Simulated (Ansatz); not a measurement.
Breaking the Te1–F2 bond in F2Te (SMILES F[Te]F) (multiplicity 1 held, fragments rigid). Energies count from the point at 1.907 Å.
Geometry at that point (charge 0, multiplicity 1):
```xyz
3

Te     0.041    -0.026     0.327
F      0.597     1.289    -0.938
F     -0.835    -1.137    -0.952
```

Restricted levels (R-, RO-) in cc, def2 and unpolarised 6-31G sets keep to the state of the molecule at rest. U- levels take the lowest unrestricted solution at each point, which mixes spins at long bonds. Curves can end on different states.

Frozen-core correlation. Filled d and f shells under p-block atoms count as core.

Codes used: Ansatz (Gaussian orbitals). Values without a source in brackets are computed. In def2 rows elements past Kr take small-core potentials, without spin–orbit coupling.

Energies in eV.

```json
[
 {"R (Å)": "1.526", "R-HF/def2-TZVPP": "3.06", "U-B3LYP/def2-TZVPP": "3.63", "U-wB97X-V/def2-TZVPP": "3.45", "U-MP2/def2-TZVPP": "3.53", "U-SCS-MP2/def2-TZVPP": "3.53"},
 {"R (Å)": "1.717", "R-HF/def2-TZVPP": "0.33", "U-B3LYP/def2-TZVPP": "0.61", "U-wB97X-V/def2-TZVPP": "0.52", "U-MP2/def2-TZVPP": "0.54", "U-SCS-MP2/def2-TZVPP": "0.55"},
 {"R (Å)": "1.907", "R-HF/def2-TZVPP": "0.00", "U-B3LYP/def2-TZVPP": "0.00", "U-wB97X-V/def2-TZVPP": "0.00", "U-MP2/def2-TZVPP": "0.00", "U-SCS-MP2/def2-TZVPP": "0.00"},
 {"R (Å)": "2.098", "R-HF/def2-TZVPP": "0.57", "U-B3LYP/def2-TZVPP": "0.31", "U-wB97X-V/def2-TZVPP": "0.41", "U-MP2/def2-TZVPP": "0.38", "U-SCS-MP2/def2-TZVPP": "0.37"},
 {"R (Å)": "2.289", "R-HF/def2-TZVPP": "1.41", "U-B3LYP/def2-TZVPP": "0.94", "U-wB97X-V/def2-TZVPP": "1.12", "U-MP2/def2-TZVPP": "1.20", "U-SCS-MP2/def2-TZVPP": "1.20"},
 {"R (Å)": "2.575", "R-HF/def2-TZVPP": "2.72", "U-B3LYP/def2-TZVPP": "1.93", "U-wB97X-V/def2-TZVPP": "2.27", "U-MP2/def2-TZVPP": "3.43", "U-SCS-MP2/def2-TZVPP": "3.34"},
 {"R (Å)": "2.861", "R-HF/def2-TZVPP": "3.86", "U-B3LYP/def2-TZVPP": "2.65", "U-wB97X-V/def2-TZVPP": "3.07", "U-MP2/def2-TZVPP": "3.87", "U-SCS-MP2/def2-TZVPP": "3.73"},
 {"R (Å)": "3.338", "R-HF/def2-TZVPP": "5.32", "U-B3LYP/def2-TZVPP": "3.23", "U-wB97X-V/def2-TZVPP": "3.66", "U-MP2/def2-TZVPP": "4.05", "U-SCS-MP2/def2-TZVPP": "3.89"},
 {"R (Å)": "3.815", "R-HF/def2-TZVPP": "6.31", "U-B3LYP/def2-TZVPP": "3.49", "U-wB97X-V/def2-TZVPP": "3.86", "U-MP2/def2-TZVPP": "4.08", "U-SCS-MP2/def2-TZVPP": "3.91"},
 {"R (Å)": "4.387", "R-HF/def2-TZVPP": "7.10", "U-B3LYP/def2-TZVPP": "3.65", "U-wB97X-V/def2-TZVPP": "3.93", "U-MP2/def2-TZVPP": "4.09", "U-SCS-MP2/def2-TZVPP": "3.92"},
 {"R (Å)": "5.150", "R-HF/def2-TZVPP": "7.72", "U-B3LYP/def2-TZVPP": "3.74", "U-wB97X-V/def2-TZVPP": "3.95", "U-MP2/def2-TZVPP": "4.09", "U-SCS-MP2/def2-TZVPP": "3.92"},
 {"R (Å)": "6.104", "R-HF/def2-TZVPP": "8.15", "U-B3LYP/def2-TZVPP": "3.78", "U-wB97X-V/def2-TZVPP": "3.95", "U-MP2/def2-TZVPP": "4.10", "U-SCS-MP2/def2-TZVPP": "3.93"}
]
```

Doubts at one or more of the structures used: a restricted determinant that unrestricted orbitals would lower (R-HF/def2-TZVPP); a spin-contaminated determinant (U-B3LYP/def2-TZVPP, U-wB97X-V/def2-TZVPP, U-MP2/def2-TZVPP, U-SCS-MP2/def2-TZVPP).

Ansatz is a program for electronic structure.
